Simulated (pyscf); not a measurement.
## O=Si(OH)–OH, singlet

Gas-phase minimum from PySCF at ωB97X-D3(BJ)/def2-SVP, one conformer. 

```xyz
6

O      0.6089     1.3630    -0.8632
Si     0.4102     0.1239     0.1796
O      1.3604    -0.3439     1.2738
O     -1.0434    -0.4976    -0.2226
H      1.4357     1.8496    -0.7618
H     -1.3203    -1.2551     0.3070
```

Bonds (Å): O1–Si2 1.632, O1–H5 0.965, Si2–O3 1.523, Si2–O4 1.631, O4–H6 0.965. Bond angles (°): Si2–O1–H5 114.9, O1–Si2–O3 128.1, O1–Si2–O4 103.9, O3–Si2–O4 128.0, Si2–O4–H6 114.8.

Properties at ωB97X-D3(BJ)/def2-SVP:

```json
{
  "harmonic_wavenumbers_unscaled": "315, 328, 371, 412, 483, 820, 841, 881, 1032, 1320, 3915, 3919 cm⁻¹",
  "zero_point_energy": "20.9 kcal/mol",
  "rotational_symmetry_number": "2",
  "Entropy of this conformer at 298 K and 1 atm, rigid rotor and harmonic oscillator, modes under 100 cm⁻¹ raised to 100": "285.7 J/(mol K)",
  "dipole_moment": "1.54 D"
}
```

Single-point totals, which compare only within one level (frozen core for MP2 and CC):

| level | total energy (hartree) |
|---|---|
| ωB97X-D3(BJ)/def2-TZVP | -516.64529 |
| PBE/def2-TZVP | -516.21787 |
| r²SCAN/def2-TZVP | -516.46753 |
| B3LYP-D3(BJ)/def2-TZVP | -516.62520 |
| PBE0-D3(BJ)/def2-TZVP | -516.23760 |
| M06-2X/def2-TZVP | -516.49838 |
| ωB97M-D3(BJ)/def2-TZVP | -516.69267 |
| HF/def2-TZVPP | -514.91984 |
| MP2/def2-TZVPP | -515.74753 |
| CCSD/def2-TZVPP | -515.74802 |
| CCSD(T)/def2-TZVPP | -515.78041 |

The CCSD(T) − MP2 part came from Ansatz, without density fitting, on the same reference.
